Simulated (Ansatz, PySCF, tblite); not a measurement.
Bond stretch in Ga₂, triplet.

- UKS-B3LYP/6-31G* = unrestricted B3LYP/6-31G*, spherical d in PySCF 2.14.0
- GFN2-xTB, 300 K electronic temperature (tblite)
- UKS-BP86/6-31G* = PySCF with unrestricted BP86/6-31G*, spherical d
- FCI = full CI/cc-pVTZ, cores with 3d frozen run with Ansatz (a program for electronic structure)

Energies relative to the lowest point of each curve near equilibrium, in kcal/mol; the last columns give the difference from FCI:

```json
[
 {"R / Å": "2.54", "UKS-B3LYP/6-31G*": "2.2", "GFN2-xTB": "1.5", "UKS-BP86/6-31G*": "1.9", "FCI": "2.1", "UKS-B3LYP/6-31G* − FCI": "0.1", "GFN2-xTB − FCI": "-0.6", "UKS-BP86/6-31G* − FCI": "-0.2"},
 {"R / Å": "2.62", "UKS-B3LYP/6-31G*": "0.8", "GFN2-xTB": "0.5", "UKS-BP86/6-31G*": "0.7", "FCI": "0.7", "UKS-B3LYP/6-31G* − FCI": "0.1", "GFN2-xTB − FCI": "-0.2", "UKS-BP86/6-31G* − FCI": "0.0"},
 {"R / Å": "2.70", "UKS-B3LYP/6-31G*": "0.1", "GFN2-xTB": "0.0", "UKS-BP86/6-31G*": "0.1", "FCI": "0.1", "UKS-B3LYP/6-31G* − FCI": "0.1", "GFN2-xTB − FCI": "-0.1", "UKS-BP86/6-31G* − FCI": "0.0"},
 {"R / Å": "2.74", "UKS-B3LYP/6-31G*": "0.0", "GFN2-xTB": "0.0", "UKS-BP86/6-31G*": "0.0", "FCI": "0.0", "UKS-B3LYP/6-31G* − FCI": "0.0", "GFN2-xTB − FCI": "0.0", "UKS-BP86/6-31G* − FCI": "0.0"},
 {"R / Å": "2.92", "UKS-B3LYP/6-31G*": "0.7", "GFN2-xTB": "1.3", "UKS-BP86/6-31G*": "0.8", "FCI": "1.1", "UKS-B3LYP/6-31G* − FCI": "-0.4", "GFN2-xTB − FCI": "0.2", "UKS-BP86/6-31G* − FCI": "-0.3"},
 {"R / Å": "3.00", "UKS-B3LYP/6-31G*": "1.6", "GFN2-xTB": "2.3", "UKS-BP86/6-31G*": "1.6", "FCI": "2.1", "UKS-B3LYP/6-31G* − FCI": "-0.5", "GFN2-xTB − FCI": "0.2", "UKS-BP86/6-31G* − FCI": "-0.5"},
 {"R / Å": "3.07", "UKS-B3LYP/6-31G*": "2.4", "GFN2-xTB": "3.4", "UKS-BP86/6-31G*": "2.5", "FCI": "3.1", "UKS-B3LYP/6-31G* − FCI": "-0.7", "GFN2-xTB − FCI": "0.2", "UKS-BP86/6-31G* − FCI": "-0.7"},
 {"R / Å": "3.38", "UKS-B3LYP/6-31G*": "7.3", "GFN2-xTB": "9.6", "UKS-BP86/6-31G*": "7.2", "FCI": "8.6", "UKS-B3LYP/6-31G* − FCI": "-1.3", "GFN2-xTB − FCI": "1.0", "UKS-BP86/6-31G* − FCI": "-1.4"},
 {"R / Å": "3.71", "UKS-B3LYP/6-31G*": "13.0", "GFN2-xTB": "17.0", "UKS-BP86/6-31G*": "12.6", "FCI": "14.4", "UKS-B3LYP/6-31G* − FCI": "-1.4", "GFN2-xTB − FCI": "2.6", "UKS-BP86/6-31G* − FCI": "-1.8"},
 {"R / Å": "4.05", "UKS-B3LYP/6-31G*": "18.5", "GFN2-xTB": "24.0", "UKS-BP86/6-31G*": "17.7", "FCI": "19.4", "UKS-B3LYP/6-31G* − FCI": "-0.9", "GFN2-xTB − FCI": "4.6", "UKS-BP86/6-31G* − FCI": "-1.7"},
 {"R / Å": "4.50", "UKS-B3LYP/6-31G*": "24.5", "GFN2-xTB": "31.3", "UKS-BP86/6-31G*": "23.3", "FCI": "23.8", "UKS-B3LYP/6-31G* − FCI": "0.6", "GFN2-xTB − FCI": "7.5", "UKS-BP86/6-31G* − FCI": "-0.5"},
 {"R / Å": "4.91", "UKS-B3LYP/6-31G*": "27.4", "GFN2-xTB": "35.9", "UKS-BP86/6-31G*": "27.2", "FCI": "26.2", "UKS-B3LYP/6-31G* − FCI": "1.1", "GFN2-xTB − FCI": "9.6", "UKS-BP86/6-31G* − FCI": "1.0"},
 {"R / Å": "5.28", "UKS-B3LYP/6-31G*": "28.7", "GFN2-xTB": "38.6", "UKS-BP86/6-31G*": "29.9", "FCI": "27.6", "UKS-B3LYP/6-31G* − FCI": "1.1", "GFN2-xTB − FCI": "11.0", "UKS-BP86/6-31G* − FCI": "2.4"},
 {"R / Å": "5.90", "UKS-B3LYP/6-31G*": "29.6", "GFN2-xTB": "40.8", "UKS-BP86/6-31G*": "33.1", "FCI": "28.7", "UKS-B3LYP/6-31G* − FCI": "1.0", "GFN2-xTB − FCI": "12.1", "UKS-BP86/6-31G* − FCI": "4.4"},
 {"R / Å": "6.64", "UKS-B3LYP/6-31G*": "30.1", "GFN2-xTB": "41.4", "UKS-BP86/6-31G*": "34.8", "FCI": "29.2", "UKS-B3LYP/6-31G* − FCI": "0.8", "GFN2-xTB − FCI": "12.2", "UKS-BP86/6-31G* − FCI": "5.5"},
 {"R / Å": "7.36", "UKS-B3LYP/6-31G*": "30.2", "GFN2-xTB": "41.5", "UKS-BP86/6-31G*": "35.1", "FCI": "29.5", "UKS-B3LYP/6-31G* − FCI": "0.7", "GFN2-xTB − FCI": "12.1", "UKS-BP86/6-31G* − FCI": "5.6"},
 {"R / Å": "7.96", "UKS-B3LYP/6-31G*": "30.3", "GFN2-xTB": "41.6", "UKS-BP86/6-31G*": "35.2", "FCI": "29.6", "UKS-B3LYP/6-31G* − FCI": "0.7", "GFN2-xTB − FCI": "12.0", "UKS-BP86/6-31G* − FCI": "5.6"}
]
```

UKS-B3LYP/6-31G* is furthest from FCI at 3.71 (-1.4 kcal/mol, below); its mean absolute difference over the points is 0.7 kcal/mol.

GFN2-xTB is furthest from FCI at 6.64 (12.2 kcal/mol, above); its mean absolute difference over the points is 5.1 kcal/mol.

UKS-BP86/6-31G* is furthest from FCI at 7.36 (5.6 kcal/mol, above); its mean absolute difference over the points is 1.9 kcal/mol.

The scan ran from 2.17 to 7.96 Å; beyond the distances shown full CI changes its symmetry label.
